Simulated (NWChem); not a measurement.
System: C₂H₂F₃, doublet; SMILES FC[C](F)F

Parts of the log:

```
             Northwest Computational Chemistry Package (NWChem) 7.3.0
             --------------------------------------------------------

                             Geometry "geometry" -> ""
                             -------------------------

 Output coordinates in angstroms (scale by  1.889725989 to convert to a.u.)

  No.       Tag          Charge          X              Y              Z
 ---- ---------------- ---------- -------------- -------------- --------------
    1 F                    9.0000    -1.45878000     0.08950200     0.98106500
    2 C                    6.0000    -1.03137700    -0.20384500    -0.31780900
    3 C                    6.0000     0.44092300    -0.07512100    -0.47615600
    4 F                    9.0000     0.95955200     1.15311500    -0.39307500
    5 F                    9.0000     1.20326200    -0.96132200     0.17005600
    6 H                    1.0000    -1.32484500    -1.24623800    -0.56564800
    7 H                    1.0000    -1.52797000     0.49405400    -1.02511300

 Effective nuclear repulsion energy (a.u.)     180.0483922813

                              NWChem Property Module
                              ----------------------

  itol2e modified to match energy
  convergence criterion.

                                 NWChem DFT Module
                                 -----------------

 Summary of "ao basis" -> "ao basis" (spherical)
 ------------------------------------------------------------------------------
       Tag                 Description            Shells   Functions and Types
 ---------------- ------------------------------  ------  ---------------------
 F                          iglo-iii                15       35   7s6p2d
 C                          iglo-iii                15       35   7s6p2d
 H                          iglo-iii                 6       10   4s2p

  itol2e modified to match energy
  convergence criterion.

[...]

          ----------------------
          Hyperfine Interactions
          ----------------------

 Total Spin Density (Fermi Contact Term)
 ------------------ --------------------
     Atom            x         y         z       Density (a.u.)      Aiso(MHz)     Aiso(Gauss)
     1  19-F     -2.75669   0.16913   1.85394       0.046086        193.904942      69.189988
     2  13-C     -1.94902  -0.38521  -0.60057       0.074191         83.404444      29.760729
     3  13-C      0.83322  -0.14196  -0.89980       0.300577        337.906298     120.573166
     4  19-F      1.81329   2.17907  -0.74280       0.048680        204.817131      73.083722
     5  19-F      2.27384  -1.81664   0.32136       0.048567        204.342099      72.914219
     6   1-H     -2.50359  -2.35505  -1.06892       0.000179          0.802179       0.286237
     7   1-H     -2.88744   0.93363  -1.93718       0.000146          0.652810       0.232938

           -------------------------------------------
           Anisotropic Interaction (Spin-Dipolar Term)
           -------------------------------------------

 ------------------------------------------------------------
     Atom            x         y         z
 ------------------------------------------------------------
     1  19-F     -2.75669   0.16913   1.85394

   Spin-Dipolar term (a.u.)
        xx             yy             zz             xy             xz             yz
 ------------------------------------------------------------------------------------------
       0.077874      -0.188246       0.110373      -0.049365      -0.306311       0.045056

   Principal Comp. of -hf- tensor (au)            Anisotropic -hfcc- (MHz)               Anisotropic -hfcc- (Gauss)
 --------------------------------------------------------------------------------------------------------------------------
     -0.213878    -0.194436     0.408314    -107.414956   -97.650898   205.065853     -38.328263   -34.844210    73.172472

   Orientation of the principal axis of Hyperfine Tensor w.r.t absolute (molecular) frame
 --------------------------------------------------------------------------------------------------------------------------
      0.720582    -0.110609    -0.684491
      0.253021     0.961065     0.111060
      0.645556    -0.253218     0.720513

 ------------------------------------------------------------
     Atom            x         y         z
 ------------------------------------------------------------
     2  13-C     -1.94902  -0.38521  -0.60057

   Spin-Dipolar term (a.u.)
        xx             yy             zz             xy             xz             yz
 ------------------------------------------------------------------------------------------
       0.040853      -0.017581      -0.023272       0.014797       0.029659       0.002531

   Principal Comp. of -hf- tensor (au)            Anisotropic -hfcc- (MHz)               Anisotropic -hfcc- (Gauss)
 --------------------------------------------------------------------------------------------------------------------------
      0.055432    -0.019948    -0.035484       7.438427    -2.676784    -4.761642       2.654211    -0.955142    -1.699070

   Orientation of the principal axis of Hyperfine Tensor w.r.t absolute (molecular) frame
 --------------------------------------------------------------------------------------------------------------------------
      0.915184    -0.110406    -0.387618
      0.197656     0.961100     0.192922
      0.351240    -0.253174     0.901406

[...]
```

Level: B3LYP/IGLO-III, spin-unrestricted, contact and dipolar terms. Structure relaxed at the PBE-D3(BJ)/def2-SVP, spin-unrestricted level. No stability test was run on the SCF state.

Task: Reconstruct the input file.

Result: This is not unique; one that fits is the input that was run:
```
start job
memory heap 200 mb stack 900 mb global 1100 mb
geometry units angstroms noautosym nocenter noautoz
  F     -1.458780     0.089502     0.981065
  C     -1.031377    -0.203845    -0.317809
  C      0.440923    -0.075121    -0.476156
  F      0.959552     1.153115    -0.393075
  F      1.203262    -0.961322     0.170056
  H     -1.324845    -1.246238    -0.565648
  H     -1.527970     0.494054    -1.025113
end
basis spherical
  * library iglo-iii
end
dft
  odft
  mult 2
  xc b3lyp
  iterations 150
  semidirect filesize 400000000
end
property
  hyperfine
end
task dft property
```
